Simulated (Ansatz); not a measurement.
C6H17NO3Zr, SMILES `C[O][Zr]([OH])([O]C(C)C)[N](C)C`. Charge 0, multiplicity 1. Zr: def2 effective core potential. The structure was optimised at the PBE0-D4/def2-TZVP level. It is one conformer, not always the lowest.

```xyz
28

C    -3.437    0.724   -0.779
O    -2.257    0.339   -0.164
Zr   -0.597   -0.447    0.428
O    -0.835   -2.378    0.587
O     0.909   -0.083   -0.723
C     1.782   -0.036   -1.814
C     1.038    0.420   -3.055
C     2.442   -1.388   -2.007
N    -0.154    0.377    2.243
C     1.182    0.597    2.735
C    -1.163    0.782    3.189
H    -3.240    1.185   -1.754
H    -4.097   -0.137   -0.936
H    -3.972    1.455   -0.162
H    -0.843   -3.187    1.090
H     2.561    0.705   -1.583
H     0.263   -0.306   -3.319
H     0.560    1.386   -2.881
H     1.718    0.519   -3.905
H     2.966   -1.691   -1.098
H     3.163   -1.357   -2.828
H     1.688   -2.147   -2.236
H     1.925    0.305    1.988
H     1.356    1.657    2.976
H     1.382    0.019    3.650
H    -2.166    0.625    2.781
H    -1.076    1.849    3.444
H    -1.095    0.215    4.130
```

Question: What is the dipole moment at ωB97M-V/def2-TZVPP? (An estimate is asked.)

Answer: Computed: 0.16 D, with components (0.03, -0.05, -0.15) D in this frame, pointing from negative to positive charge.

Question: And with PBE, r2SCAN, B3LYP? (An estimate is asked.)

Answer: The calculation gave: PBE 0.12 D, r2SCAN 0.11 D, B3LYP 0.12 D.

Question: Give the Mulliken charges with ωB97M-V, PBE, r2SCAN in def2-TZVPP. (Estimate.)

Answer: The calculation gave: 
```csv
atom,ωB97M-V,PBE,r2SCAN
C1,-0.19,-0.14,0.01
O2,-0.49,-0.43,-0.51
Zr3,1.25,1.08,1.28
O4,-0.50,-0.48,-0.55
O5,-0.46,-0.42,-0.50
C6,0.05,0.13,0.21
C7,-0.31,-0.25,-0.15
C8,-0.30,-0.24,-0.14
N9,-0.40,-0.32,-0.41
C10,-0.23,-0.17,-0.03
C11,-0.23,-0.17,-0.03
H12,0.11,0.09,0.05
H13,0.11,0.10,0.05
H14,0.11,0.09,0.05
H15,0.15,0.17,0.18
H16,0.08,0.05,0.00
H17,0.10,0.07,0.04
H18,0.11,0.09,0.05
H19,0.10,0.07,0.04
H20,0.11,0.08,0.04
H21,0.10,0.07,0.04
H22,0.11,0.08,0.04
H23,0.09,0.08,0.04
H24,0.11,0.07,0.04
H25,0.11,0.08,0.04
H26,0.09,0.08,0.04
H27,0.11,0.07,0.04
H28,0.11,0.08,0.04
```

B3LYP here is the variant with VWN-RPA as its local correlation; programs differ in this.
